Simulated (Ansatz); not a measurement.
Start from `O=CCCl` and change one atom or group to get `BC(=O)CCl`.

Ansatz, PBE0-D4/def2-TZVP geometries, multiplicity 1. Each molecule was computed in one conformer, which needn't be the lowest. `BC(=O)CCl` holds a close contact that its SMILES doesn't draw: Cl···B 2.37 Å.

| property | `O=CCCl` |
| --- | --- |
| LUMO energy (B3LYP/def2-TZVPP) / eV | -1.64 |
| zero-point energy (PBE0-D4/def2-TZVP) / kJ/mol | 124.1 |
| HOMO–LUMO gap (PBE/def2-TZVPP) / eV | 3.84 |
| HOMO energy (B3LYP/def2-TZVPP) / eV | -7.76 |
| HOMO energy (PBE0/def2-TZVPP) / eV | -7.98 |
| size of the dipole moment (PBE/def2-TZVPP) / D | 1.33 |

Q: What does the change do to each property? (An estimate is asked.)

A: Computed: 
```
                                      property  `BC(=O)CCl`  shift
           LUMO energy (B3LYP/def2-TZVPP) / eV        -1.31   0.33
zero-point energy (PBE0-D4/def2-TZVP) / kJ/mol        152.7   28.6
           HOMO–LUMO gap (PBE/def2-TZVPP) / eV         3.61  -0.23
           HOMO energy (B3LYP/def2-TZVPP) / eV        -7.06   0.70
            HOMO energy (PBE0/def2-TZVPP) / eV        -7.27   0.71
size of the dipole moment (PBE/def2-TZVPP) / D         2.63   1.30
```

With PBE0 the HOMO rises by 0.71 eV and the LUMO rises by 0.31 eV, so the gap narrows by about 0.40 eV. PBE moves the HOMO by 0.62 eV and ωB97M-V by 0.73 eV. The zero-point energy changes by 28.6 kJ/mol with +6 modes. Dipoles are sizes alone; their direction can turn.

B3LYP here is the variant with VWN-RPA as its local correlation; programs differ in this.
